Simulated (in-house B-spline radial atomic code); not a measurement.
## RPA and G0W0 on Hartree-Fock: S13+

Configuration [He] 2s1, highest spin, mean-field start Hartree-Fock. Computed with an all-electron radial atomic-structure program (B-spline basis): all electrons, non-relativistic, point nucleus, each spin shell either full or empty, empty states to l = 9 with an (l + 1/2)⁻⁴ tail; G0W0 by contour deformation at full frequency.

Command:
```bash
python run_gw.py task.json out
```
Settings (radii: box in bohr, nucleus in fm):
```
Z                        16
electrons                3
configuration            [He] 2s1
hamiltonian              nr
method                   hf
lmax                     9
spin_polarised           True
box_radius               5.53
intervals                45
ion_configuration        1s2
```

Cost of the run: 1.1 s on 1 thread of Arm Neoverse N1, on a shared host.

Energies (hartree):

```tsv
term	value
mean-field total	-271.99264
Hartree-Fock functional on these orbitals	-271.99264
direct second order	-0.15776
second-order exchange	0.10677
SOSEX correction	0.098865
```

What is the RPA correlation energy, and what remains with SOSEX?

RPA gives -0.1488 hartree (-1.35 eV per electron); RPA + SOSEX gives -0.049937, and the second-order doubles (MP2) -0.051 hartree. SOSEX takes back 66 % of the RPA value.

Quasi-particle levels (eV):

```tsv
level	occupied	mean field	Σx - vxc	Σc	QP weight	G0W0
2s up	yes	-704.28	0.00	?	?	?
1s down	yes	-3131.42	0.00	1.95	0.996	-3129.47
1s up	yes	-3139.82	0.00	3.33	0.981	-3136.48
2s down	no	-644.25	0.00	-3.87	0.976	-648.12
```

G0W0 = mean field + (Σx - vxc) + Σc, with Σc (partial-wave tail included) taken at the quasi-particle energy.

Where does G0W0 put 2s up?

At -706.86 eV, with Σc = -2.58 eV and a quasi-particle weight of 0.986. The tabulated removal energy is 706.994 ± 0.007 eV (NIST, tabulated theory); the calculation leaves out relativity, Breit and QED terms, and what these don't explain is the method's own error.

What does it cost to remove one electron (to 1s2) by differences of total energies, each species on its own start (correlation terms add to the Hartree-Fock functional)?

Hartree-Fock functional 704.27 eV, + RPA 705.89 eV, + RPA + SOSEX 704.42 eV, + second order 704.43 eV. Tabulated: 706.994 ± 0.007 eV (NIST, tabulated theory); the calculation leaves out relativity, Breit and QED terms, and what these don't explain is the method's own error.
